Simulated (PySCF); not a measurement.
**MO2- across the fifth-period p block**

Level: PBE0, basis family def2-TZVPD, scalar-relativistic core potentials from Rb on and no relativity for lighter atoms.

Each entry is the lowest minimum that a search over a few typed start shapes (and spin states, where more than one is plausible) found, or that minimum re-optimised at the stated level; isomers with ligand–ligand bonds, or fragments after loss of a ligand pair, can lie lower. Open shells are unrestricted; no spin–orbit coupling; PySCF with density fitting.

```
molecule  2S+1  point group  mean bond to the central atom (Å)  highest ω (cm⁻¹)  dipole (D)  lowest ω (cm⁻¹)
   InO₂⁻     1          D∞h                              1.869               791        0.00              171
   SbO₂⁻     1          C2v                              1.846               800        4.65              273
    IO₂⁻     ?            ?                                  ?                 ?           ?                ?
```

Question: Fill in the row of IO₂⁻.

Answer: 2S+1: 1; point group: C2v; mean bond to the central atom (Å): 1.850; highest ω (cm⁻¹): 743; dipole (D): 4.53; lowest ω (cm⁻¹): 253.

The bond length does not run in one direction; the largest change, -0.023 Å, falls between InO₂⁻ and SbO₂⁻ among the members listed.

The shape changes along the series: D∞h for InO₂⁻; C2v for SbO₂⁻ and IO₂⁻.

Left out of the table are members whose search was unfinished or whose lowest solution was spin-contaminated, unstable, very soft or bonded differently.
